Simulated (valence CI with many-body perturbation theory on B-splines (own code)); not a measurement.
Bi LXII: fill in the table

Level of theory: configuration interaction combined with many-body perturbation theory (CI+MBPT): four valence electrons over a frozen Dirac-Fock core [Ar], radial functions for each j: 9 s, 9 p, 10 d, 8 f, 5 g, 3 h, 1 i, with the one-electron correlation potential Σ1 (screened to all orders), the two-electron term Σ2, the three-electron term Σ3, Breit, model QED; selected single and double excitations, second order for the rest (own B-spline code, finite nucleus).

The last digits are not significant, and no measured levels were compared; by estimate large intervals hold to a few tenths of a per cent, small ones and those within an open d or f shell to about a per cent. The list stops below the first excitations out of the core. Only levels of the ground parity were solved; by the run's estimate the other parity begins above the list, which can be wrong where configurations are misplaced.

```
                    Level  E (cm⁻¹)
            (3d3/2^4) J=0         0
      (3d3/2^3 3d5/2) J=1         ?
      (3d3/2^3 3d5/2) J=4         ?
      (3d3/2^3 3d5/2) J=2   1076800
      (3d3/2^3 3d5/2) J=3   1105600
(3d3/2^2 3d5/2^2) J=2 [a]   1937600
    (3d3/2^2 3d5/2^2) J=0         ?
(3d3/2^2 3d5/2^2) J=4 [a]         ?
(3d3/2^2 3d5/2^2) J=3 [a]   1984900
    (3d3/2^2 3d5/2^2) J=5   2011400
    (3d3/2^2 3d5/2^2) J=6         ?
    (3d3/2^2 3d5/2^2) J=1   2071900
(3d3/2^2 3d5/2^2) J=3 [b]   2090400
(3d3/2^2 3d5/2^2) J=4 [b]   2096600
(3d3/2^2 3d5/2^2) J=2 [b]   2117900
(3d3/2^2 3d5/2^2) J=2 [c]   2238400
```

Levels are named by their leading jj configuration (3d3/2^4 stands for four electrons in 3d with j = 3/2), which in mixed levels can hold well under half, so a name can repeat and another be missing. Letters in brackets count levels of one name in rising energy.

Task: The levels stand in rising order. What does the calculation give for the missing energies?

Result: (3d3/2^3 3d5/2) J=1 930020; (3d3/2^3 3d5/2) J=4 1035900; (3d3/2^2 3d5/2^2) J=0 1940500; (3d3/2^2 3d5/2^2) J=4 [a] 1963500; (3d3/2^2 3d5/2^2) J=6 2034900.
